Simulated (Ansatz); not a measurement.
Geometry optimisation, Ansatz 0.2.0, RKS PBE/def2-SVP.

Input file:

```yaml
crystal:
  periodic: [false, false, false]
  atoms:
    - { symbol: Sn, position_ang: [0.341196, 0.346691, -0.444486] }
    - { symbol: C, position_ang: [-0.001754, 0.133587, 2.903384] }
    - { symbol: H, position_ang: [-1.045151, -0.057479, 2.59319] }
    - { symbol: H, position_ang: [0.611793, -0.768819, 2.712488] }
    - { symbol: H, position_ang: [0.015032, 0.346609, 3.993966] }
    - { symbol: H, position_ang: [1.53698, -0.321366, -1.508872] }
    - { symbol: H, position_ang: [-0.897126, 1.168421, -1.315375] }
    - { symbol: H, position_ang: [-0.296332, -0.907116, 0.556879] }
    - { symbol: O, position_ang: [1.208131, 1.866719, 0.495959] }
    - { symbol: H, position_ang: [2.036071, 1.594435, 0.936527] }
    - { symbol: H, position_ang: [0.40606, 1.014019, 2.36854] }
basis:
  gaussian: { orbitals: def2-SVP }
hamiltonian:
  xc: pbe
relax:
  f_tol: 0.03
  max_steps: 50
output:
  orbitals: {}
```

Launched with:

```bash
$ ansatz run input.yaml --threads 2 --pin off --max-ram 3072MiB --backend cpu --events-out ev --progress --plain --runs-dir out
```

**Question.** Where does it end, and by what steps?

**Answer.** The run converged. The force dipped under the threshold on the way, but the program's further checks kept it going. After 20 steps the energy has fallen by 0.240 eV; H8 moved furthest, 1.63 Å.

```
step  energy less start (eV)  largest force component (eV/Å)  accepted
   0                  0.0000                           0.902       yes
   1                 -0.1544                           0.145       yes
   2                 -0.1710                           0.698       yes
   3                 -0.2024                           0.526       yes
   4                 -0.2221                           0.073       yes
   5                 -0.2278                           0.060       yes
   6                 -0.2291                           0.208       yes
   7                 -0.2320                           0.050       yes
   8                 -0.2333                           0.008       yes
   9                 -0.2349                           0.083       yes
  10                 -0.2349                           0.124       yes
  11                 -0.2364                           0.072       yes
  12                 -0.2375                           0.029       yes
  13                 -0.2381                           0.018       yes
  14                 -0.2386                           0.038       yes
  15                 -0.2389                           0.037       yes
  16                 -0.2393                           0.043       yes
  17                 -0.2395                           0.046       yes
  18                 -0.2398                           0.040       yes
  19                 -0.2393                           0.088        no
  20                 -0.2401                           0.021       yes
```

```xyz
11
Properties=species:S:1:pos:R:3
Sn 0.459 0.422 -1.294
C -0.050 0.245 3.696
H -1.103 -0.094 3.743
H 0.615 -0.607 3.936
H 0.107 1.051 4.438
H 1.834 0.449 -2.349
H -0.800 1.464 -1.829
H -0.085 -1.202 -1.033
O 0.994 1.262 0.470
H 1.773 0.800 0.835
H 0.170 0.626 2.679
```

Whether the end is a true minimum wasn't checked by a vibrational analysis.

Run time: 16 s on 2 threads of Intel(R) Xeon(R) 6975P-C (Granite Rapids) (shared host), peak memory 0.13 GiB.
